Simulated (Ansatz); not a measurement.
Harmonic frequencies (cm⁻¹) at PBE0-D4/def2-TZVP from Ansatz: 151, 210, 268, 317, 360, 530, 707, 835, 836, 893, 951, 1570, 2274, 3618, 3722.

Each molecule was computed in one conformer, which needn't be the lowest.

Q: Which molecule is it?
A. `N[SiH](F)[S]`•
B. `Cl[SiH][SiH2]Cl`•
C. `[SiH2][Se][SiH3]`•
D. `[CH2][SiH2]Cl`•

A: A.
